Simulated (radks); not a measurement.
Numerical settings for neutral bismuth, [Hg] 6p3. Calculated with a radial shooting solver on a logarithmic mesh with Libxc functionals: scalar-relativistic Kohn-Sham, BLYP, spin-polarised, spherical densities, finite nucleus; open shells are filled with parallel spins first (spin-orbit coupling, left out, can overturn this in heavy ions); Fermi nuclear charge, rms radius 5.5211 fm. The defaults (mesh step 0.008 in ln r, mesh end at 40 bohr or more with all orbitals vanishing there, Anderson mixing 0.5 over 9 steps, residual threshold near 1e-9 with the energy settled to 1e-9 hartree or 1e-11 of itself, here a cap of 61 iterations) give E = -21525.388 hartree and 6p at -4.889 eV in 15 iterations. Run on one thread of a shared host, so times are rough (Arm Neoverse N1): 0.4 s of CPU time, 0.4 s wall, 15 iterations on 2440 mesh points. Changes against that run (0 stands for a change within the tolerance of the run):

[
 {"setting": "mesh step in ln r 0.03", "iterations": "14", "converged": "yes", "E (mhartree)": "+0.00775", "e(6p) (meV)": "0", "CPU (s)": "0.13"},
 {"setting": "mesh step in ln r 0.05", "iterations": "14", "converged": "yes", "E (mhartree)": "+0.202", "e(6p) (meV)": "0", "CPU (s)": "0.09"},
 {"setting": "mesh step in ln r 0.005", "iterations": "15", "converged": "yes", "E (mhartree)": "0", "e(6p) (meV)": "0", "CPU (s)": "0.61"},
 {"setting": "mesh end (bohr) 5", "iterations": "15", "converged": "yes", "E (mhartree)": "+162", "e(6p) (meV)": "+3.13e+03", "CPU (s)": "0.36"},
 {"setting": "mesh end (bohr) 20", "iterations": "15", "converged": "yes", "E (mhartree)": "0", "e(6p) (meV)": "0", "CPU (s)": "0.37"},
 {"setting": "residual threshold 1e-05", "iterations": "10", "converged": "yes", "E (mhartree)": "0", "e(6p) (meV)": "-0.1", "CPU (s)": "0.3"},
 {"setting": "residual threshold 0.01", "iterations": "9", "converged": "yes", "E (mhartree)": "0", "e(6p) (meV)": "+0.0504", "CPU (s)": "0.28"},
 {"setting": "mixing 2.5", "iterations": "23", "converged": "yes", "E (mhartree)": "0", "e(6p) (meV)": "0", "CPU (s)": "0.53"},
 {"setting": "linear mixing, mixing 1", "iterations": "61", "converged": "no", "E (mhartree)": "+4.76e+05", "e(6p) (meV)": "-1.05e+06", "CPU (s)": "5"},
 {"setting": "linear mixing, mixing 0.8", "iterations": "61", "converged": "no", "E (mhartree)": "-0.0153", "e(6p) (meV)": "-0.657", "CPU (s)": "1.6"},
 {"setting": "mixing history 2", "iterations": "19", "converged": "yes", "E (mhartree)": "0", "e(6p) (meV)": "0", "CPU (s)": "0.45"},
 {"setting": "iteration cap 8", "iterations": "8", "converged": "no", "E (mhartree)": "0", "e(6p) (meV)": "+0.0504", "CPU (s)": "0.23"}
]

Settings that end as converged yet miss the energy by more than 1 mhartree: mesh end (bohr) 5 (+0.162 hartree). A mesh that ends early acts as a hard wall.
